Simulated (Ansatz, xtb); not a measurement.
C5H10SSi: where a starting geometry ends

The starting geometry of this gas-phase singlet was built from a drawn formula by distance geometry and a force field; its bonds are those of `[SiH3]SC12CC(C1)C2`.

```yaml
atoms:
  - { symbol: C, position_ang: [-0.7832, -0.8147, -0.1706] }
  - { symbol: C, position_ang: [-0.4838, -2.0400, 0.7120] }
  - { symbol: C, position_ang: [-1.8910, -1.5129, 1.2153] }
  - { symbol: C, position_ang: [-2.1935, -1.2848, -0.3257] }
  - { symbol: C, position_ang: [-1.2379, -0.0766, 1.1117] }
  - { symbol: S, position_ang: [0.2598, -0.1152, -1.3553] }
  - { symbol: Si, position_ang: [0.5177, -1.5674, -2.8381] }
  - { symbol: H, position_ang: [1.4072, -1.0129, -3.9369] }
  - { symbol: H, position_ang: [1.1614, -2.7520, -2.2570] }
  - { symbol: H, position_ang: [-0.7963, -1.9897, -3.4005] }
  - { symbol: H, position_ang: [0.3322, -1.9991, 1.4030] }
  - { symbol: H, position_ang: [-0.4792, -3.0228, 0.2013] }
  - { symbol: H, position_ang: [-2.5585, -1.9138, 1.9266] }
  - { symbol: H, position_ang: [-2.9584, -0.5843, -0.5987] }
  - { symbol: H, position_ang: [-2.3939, -2.2211, -0.9105] }
  - { symbol: H, position_ang: [-1.9452, 0.7648, 0.9916] }
  - { symbol: H, position_ang: [-0.5115, 0.1456, 1.8367] }
```

Problem. Predict what it relaxes into with r2SCAN-D4/def2-SVP.

Solution. It keeps its bonds, and is `[SiH3]SC12CC(C1)C2`.

The energy falls by 0.46 eV over 7 steps:

```csv
step,E − E(last) (eV)
1,0.456
2,0.103
3,0.009
4,0.002
5,0.001
6,0.000
7,0.000
```

Final geometry (Å):

```xyz
17

C    -0.7732   -0.7950   -0.1663
C    -0.4891   -2.0536    0.6984
C    -1.8713   -1.5109    1.1450
C    -2.2239   -1.3178   -0.3527
C    -1.2551   -0.0879    1.1241
S     0.3067    0.0117   -1.3862
Si    0.4987   -1.5826   -2.8067
H     1.3676   -1.0475   -3.8926
H     1.1351   -2.7946   -2.2063
H    -0.8238   -1.9861   -3.3747
H     0.3393   -1.9689    1.4194
H    -0.4840   -3.0219    0.1718
H    -2.5235   -1.9366    1.9233
H    -2.9847   -0.5590   -0.5947
H    -2.3437   -2.2330   -0.9551
H    -1.9501    0.7552    0.9835
H    -0.4790    0.1314    1.8746
```

From the same start GFN2-xTB reaches the same bonding as this run.

No frequencies were run, so the end isn't proven a minimum. Run with Ansatz 0.2.0, 21 s on 4 threads of Arm Neoverse V1 (shared host).
